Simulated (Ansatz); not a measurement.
C$_{4}$H$_{11}$AlO$_{2}$ (SMILES C[CH2][Al]([O]C)[O]C), singlet, geometry from GFN2-xTB (such geometries of metal compounds can be far from the true shape); Ansatz (a quantum-chemistry and plane-wave program) with SC-NEVPT2/STO-3G, CASSCF(4,4).

The Ansatz input:
Ansatz 0.2 input:
```yaml
crystal:
  periodic: [false, false, false]
  atoms:
    - {symbol: Al, position_ang: [0.13382423, -0.10272097, 0.09223792]}
    - {symbol: C, position_ang: [-1.63062975, -0.77553319, 0.79323712]}
    - {symbol: C, position_ang: [-2.85106479, -0.08605399, 0.19015086]}
    - {symbol: H, position_ang: [-1.63929570, -0.66158374, 1.88051186]}
    - {symbol: H, position_ang: [-1.68714561, -1.85276781, 0.61541543]}
    - {symbol: H, position_ang: [-2.87827116, -0.22143750, -0.88852931]}
    - {symbol: H, position_ang: [-2.82941072, 0.98281710, 0.38930540]}
    - {symbol: H, position_ang: [-3.77216196, -0.49375845, 0.60957567]}
    - {symbol: O, position_ang: [0.11056058, 1.10094110, -1.03949438]}
    - {symbol: C, position_ang: [0.07598210, 2.11683813, -1.99519638]}
    - {symbol: H, position_ang: [-0.39983081, 3.00773332, -1.57644704]}
    - {symbol: H, position_ang: [1.08909792, 2.37542449, -2.31434243]}
    - {symbol: H, position_ang: [-0.49582382, 1.78959368, -2.86780152]}
    - {symbol: O, position_ang: [1.47985244, -0.82614784, 0.72146086]}
    - {symbol: C, position_ang: [2.62884479, -1.42579272, 1.23844613]}
    - {symbol: H, position_ang: [3.51596572, -1.07564761, 0.70455440]}
    - {symbol: H, position_ang: [2.73436962, -1.17803888, 2.29796568]}
    - {symbol: H, position_ang: [2.56069357, -2.51205760, 1.13514068]}
basis:
  gaussian:
    orbitals: STO-3G
magnetization: {spin_polarized: false}
correlation: {method: sc_nevpt2, electrons: all, active_space: {window: {electrons: 4, orbitals: 4}}}
```

Output, abridged:

```
Functional definition: HF
673 factors; integrals over basis functions are off by at most 6.1e-5 eV
mean field evaluation 1: about -14766.0033 eV, gradient 3.3e1 eV
mean field evaluation 2: about -14766.3299 eV, gradient 3.3e1 eV
mean field evaluation 4: about -14770.0246 eV, gradient 1.8e0 eV
mean field evaluation 8: about -14770.0392 eV, gradient 1.9e-4 eV
mean field -14770.03918859 eV, -542.7889286887 hartree, gradient 8.5e-7 eV, S^2 0.000000; 0 other end points of the search recorded, 0 dependent functions left out
reference -14770.03918859 eV, -542.7889286887 hartree; 32, 32 occupied and 18, 18 virtual orbitals, 673 factors
state -14770.93023870 eV, -542.8216741761 hartree
state -14770.93023870 eV, -542.8216741761 hartree; corrected -14778.40555422 eV, -543.0963869546 hartree
state -14770.87150850 eV, -542.8195158812 hartree
state -14770.87150850 eV, -542.8195158812 hartree; corrected -14778.42577152 eV, -543.0971299265 hartree
state -14770.87150850 eV, -542.8195158812 hartree; corrected -14778.42577152 eV, -543.0971299265 hartree
state -14770.87095502 eV, -542.8194955410 hartree
state -14770.87095502 eV, -542.8194955410 hartree; corrected -14778.42536607 eV, -543.0971150267 hartree
state -14770.87150850 eV, -542.8195158812 hartree; corrected -14778.42577152 eV, -543.0971299265 hartree
the orbitals are reached from a further start. From the first start the search ends at -14770.87092988 eV, -542.8194946171 hartree
WARN: the results are in doubt because another end's mean lies 0.059 eV lower, and its corrected mean 0.020 eV higher
Total energy: -14778.42577152 eV, -543.0971299265 hartree
In doubt: another end's mean lies 0.059 eV lower, and its corrected mean 0.020 eV higher
```
